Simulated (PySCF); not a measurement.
Compound: C₄H₁₂OSi.
Atom-mapped SMILES: `[CH3:1][CH2:2][CH2:3][CH2:4][SiH2:5][OH:6]` (hydrogens: H7, H8, H9 on C1; H10, H11 on C2; H12, H13 on C3; H14, H15 on C4; H16, H17 on Si5; H18 on O6)

Geometry (GFN2-xTB, Å), atoms numbered from 1 in this order:
```
atom  x, y, z in Å
C1    -2.400   -1.367   -0.159
C2    -1.637   -0.060   -0.333
C3    -0.158   -0.202    0.022
C4     0.605    1.110   -0.158
Si5    2.441    1.008    0.338
O6     3.253   -0.081   -0.558
H7    -2.340   -1.709    0.872
H8    -1.985   -2.141   -0.801
H9    -3.449   -1.236   -0.415
H10   -1.725    0.276   -1.369
H11   -2.085    0.708    0.302
H12   -0.070   -0.538    1.058
H13    0.284   -0.975   -0.614
H14    0.520    1.423   -1.201
H15    0.111    1.883    0.432
H16    3.158    2.234    0.019
H17    2.523    0.651    1.759
H18    2.947   -0.977   -0.663
```

Method used: TDDFT CAM-B3LYP/def2-SVPD, vertical, gas phase, core orbitals frozen in the response (PySCF).

Transition dipole moments from the ground state, in atomic units and in the frame of the coordinates above (overall signs are arbitrary), for the states with f of 0.002 or more among the lowest 7:

```json
{"state": "S1", "E (eV)": "7.099", "μx": "-0.011", "μy": "-0.049", "μz": "-0.107"}
{"state": "S2", "E (eV)": "7.795", "μx": "-0.034", "μy": "-0.120", "μz": "-0.071"}
{"state": "S3", "E (eV)": "7.900", "μx": "-0.337", "μy": "0.113", "μz": "0.011"}
{"state": "S4", "E (eV)": "8.479", "μx": "-0.105", "μy": "0.152", "μz": "0.071"}
{"state": "S5", "E (eV)": "8.582", "μx": "0.018", "μy": "0.089", "μz": "0.250"}
{"state": "S6", "E (eV)": "8.749", "μx": "-0.122", "μy": "-0.329", "μz": "0.225"}
{"state": "S7", "E (eV)": "8.791", "μx": "-0.687", "μy": "-0.012", "μz": "-0.526"}
```

**Question.** What oscillator strength does each state have?

**Answer.** f = (2/3) ΔE |μ|² with ΔE in hartree (27.2114 eV).

| state | \|μ\|² (au) | \|μ\| (D) | f |
| --- | --- | --- | --- |
| S1 | 0.014 | 0.30 | 0.002 |
| S2 | 0.021 | 0.37 | 0.004 |
| S3 | 0.126 | 0.90 | 0.024 |
| S4 | 0.039 | 0.50 | 0.008 |
| S5 | 0.071 | 0.68 | 0.015 |
| S6 | 0.174 | 1.06 | 0.037 |
| S7 | 0.749 | 2.20 | 0.161 |

**Question.** What angle do the transition dipoles of S3 and S7 make?

**Answer.** |cos θ| = |μa·μb| / (|μa| |μb|) = 0.73, so θ ≈ 43° (taken between 0 and 90°, since the signs are arbitrary).

**Question.** How is the summed strength of these states shared among x, y and z?

**Answer.** (2/3) Σ ΔE μα² gives 0.129 for x, 0.035 for y and 0.088 for z, 0.252 in all.

**Question.** What peak molar absorption coefficient would the strongest computed level give as a lone Gaussian band 0.4 eV wide at half height?

**Answer.** ε(max) = 2.175×10⁸ f / FWHM, with the width in cm⁻¹. S7: 2.175×10⁸ × 0.1613 / 3226 ≈ 11000 L mol⁻¹ cm⁻¹.

The run took 93 s of wall time on one thread of an Arm Neoverse N1, no GPU (shared host), and the process peaked at 1.0 GiB of memory.

One conformer stands for the species.

Without π bonds the low states may be Rydberg-like; a valence basis with one diffuse set may place them up to an eV too high.
